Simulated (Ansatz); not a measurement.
Reaction (SMILES): Cl[Si]Cl (closed-shell singlet) → 2 Cl atom + Si atom
B3LYP-D3(BJ)/def2-TZVP geometries, fixed; electronic energies without zero-point terms.
Largest species:
```xyz
3

Si    -0.0165     0.0173     0.9364
Cl     1.0611     1.2272    -0.3899
Cl    -1.0475    -1.2415    -0.3813
```
Charge 0, spin multiplicity 1.

Basis-set convergence of the atomisation energy at B3LYP with Ansatz (an electronic-structure program). Cartesian d functions, on some or all atoms, in 6-31G**, 6-31+G*; all else is spherical. The program fits the integrals of some runs and decomposes those of others, by size. Open shells are unrestricted. No added dispersion term, no relativity. Functions are those of the species that has most. Reference: the value in aug-cc-pV(5+d)Z, 200.37 kcal/mol, itself unsure by roughly 0.03 kcal/mol (its mean distance from pcseg-4, aug-pcseg-3, aug-cc-pV(Q+d)Z). Deviations are taken from unrounded values.

```tsv
basis	functions	atomisation energy (kcal/mol)	minus reference (kcal/mol)
6-31G	39	154.48	-45.90
pcseg-1	54	190.79	-9.59
6-31G**	57	192.03	-8.34
6-31+G*	69	190.74	-9.63
def2-SVPD	78	195.92	-4.46
aug-cc-pV(D+d)Z	96	196.73	-3.64
def2-TZVP	111	200.23	-0.14
cc-pV(T+d)Z	117	200.08	-0.30
def2-TZVPP	126	200.30	-0.08
def2-TZVPD	135	200.17	-0.20
jun-cc-pV(T+d)Z	144	199.91	-0.47
def2-TZVPPD	150	200.22	-0.15
def2-QZVPP	210	200.16	-0.21
```

The smallest set listed that lies within 1 kcal/mol of the reference with all its larger relatives (same family, alike in diffuse functions; a set with none counts only in the reference's own line) is def2-TZVP (111 functions, -0.14 kcal/mol off). (Relatives not listed, tested too: aug-cc-pV(T+d)Z -0.42, cc-pV(Q+d)Z -0.03, def2-QZVP -0.21, def2-QZVPPD -0.21, aug-cc-pV(Q+d)Z 0.03, cc-pV(5+d)Z -0.03, aug-cc-pV(5+d)Z 0.00 kcal/mol.)
